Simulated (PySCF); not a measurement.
**Radial density of Ta⁺ (tantalum, charge +1)**

revPBE, [Xe] 4f14 5d4, high-spin 5D determinant (an excited configuration). Calculation: PySCF 2.14, in x2c-QZVPPall (16s10p9d5f2g, 144 functions); the spin-free X2C one-electron Hamiltonian (Gaussian nucleus).

| r (bohr) | 4πr²ρ (e/bohr) | 4πr²(ρα − ρβ) |
| --- | --- | --- |
| 0.0161 | 96.61 | -0.0020 |
| 0.0272 | 88.97 | -0.0031 |
| 0.0457 | 124.9 | 0.0115 |
| 0.0768 | 118.5 | 0.0932 |
| 0.129 | 111.6 | 0.1297 |
| 0.217 | 92.97 | -0.0390 |
| 0.366 | 68.33 | 0.2087 |
| 0.615 | 46.57 | -0.0580 |
| 1.03 | 16.39 | 0.9911 |
| 1.74 | 5.479 | 2.1098 |
| 2.93 | 0.9632 | 0.8633 |
| 4.92 | 0.08298 | 0.0829 |
| 8.28 | 0.001179 | 0.0012 |

Densities and radii are taken from the X2C orbitals without a picture-change correction, which distorts them close to the nucleus.

Spin-orbit coupling, absent here, splits the open shell strongly.

(1) Where is the radial spin density 4πr²(ρα − ρβ) most negative, and why is it negative at all?

## Answers

(1) Around r = 0.615 bohr, down to -0.0580 e/bohr: exchange with the open shell polarises the paired shells in an unrestricted calculation.
